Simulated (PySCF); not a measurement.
C4H4O, SMILES c1cocc1.

Geometry optimised at B3LYP-D3(BJ)/def2-SVP.

All values below come from TDDFT-PBE/def2-SVPD in PySCF 2.14.0.

Vertical excitations. The molecule is in vacuum. State labels are in the subgroup C2v.

```json
[
 {"state": "S1", "symmetry": "A2", "energy (eV)": "6.09", "λ (nm)": "204", "f": "0.000", "main pairs": "HOMO→LUMO+1 100 %"},
 {"state": "S2", "symmetry": "B2", "energy (eV)": "6.16", "λ (nm)": "201", "f": "0.168", "main pairs": "HOMO→LUMO 96 %"},
 {"state": "S3", "symmetry": "A1", "energy (eV)": "6.37", "λ (nm)": "195", "f": "0.000", "main pairs": "HOMO−1→LUMO 52 %, HOMO→LUMO+2 47 %"},
 {"state": "S4", "symmetry": "B1", "energy (eV)": "6.80", "λ (nm)": "182", "f": "0.031", "main pairs": "HOMO→LUMO+3 100 %"},
 {"state": "S5", "symmetry": "A2", "energy (eV)": "6.92", "λ (nm)": "179", "f": "0.000", "main pairs": "HOMO→LUMO+4 99 %"},
 {"state": "S6", "symmetry": "B1", "energy (eV)": "7.30", "λ (nm)": "170", "f": "0.015", "main pairs": "HOMO−1→LUMO+1 100 %"},
 {"state": "S7", "symmetry": "B1", "energy (eV)": "7.41", "λ (nm)": "167", "f": "0.000", "main pairs": "HOMO→LUMO+5 100 %"},
 {"state": "S8", "symmetry": "A2", "energy (eV)": "7.46", "λ (nm)": "166", "f": "0.000", "main pairs": "HOMO→LUMO+6 98 %"},
 {"state": "S9", "symmetry": "A2", "energy (eV)": "7.91", "λ (nm)": "157", "f": "0.000", "main pairs": "HOMO→LUMO+7 98 %"},
 {"state": "S10", "symmetry": "A2", "energy (eV)": "8.00", "λ (nm)": "155", "f": "0.000", "main pairs": "HOMO−1→LUMO+3 99 %"},
 {"state": "T1", "symmetry": "B2", "energy (eV)": "4.11", "λ (nm)": "302", "f": "0", "main pairs": "HOMO→LUMO 98 %"},
 {"state": "T2", "symmetry": "A1", "energy (eV)": "5.38", "λ (nm)": "230", "f": "0", "main pairs": "HOMO−1→LUMO 52 %, HOMO→LUMO+2 48 %"},
 {"state": "T3", "symmetry": "A1", "energy (eV)": "5.86", "λ (nm)": "211", "f": "0", "main pairs": "HOMO→LUMO+2 51 %, HOMO−1→LUMO 48 %"},
 {"state": "T4", "symmetry": "A2", "energy (eV)": "6.01", "λ (nm)": "206", "f": "0", "main pairs": "HOMO→LUMO+1 100 %"}
]
```
Triplets are in the Tamm–Dancoff approximation, which puts them higher than full response would, so one can lie above its singlet here.
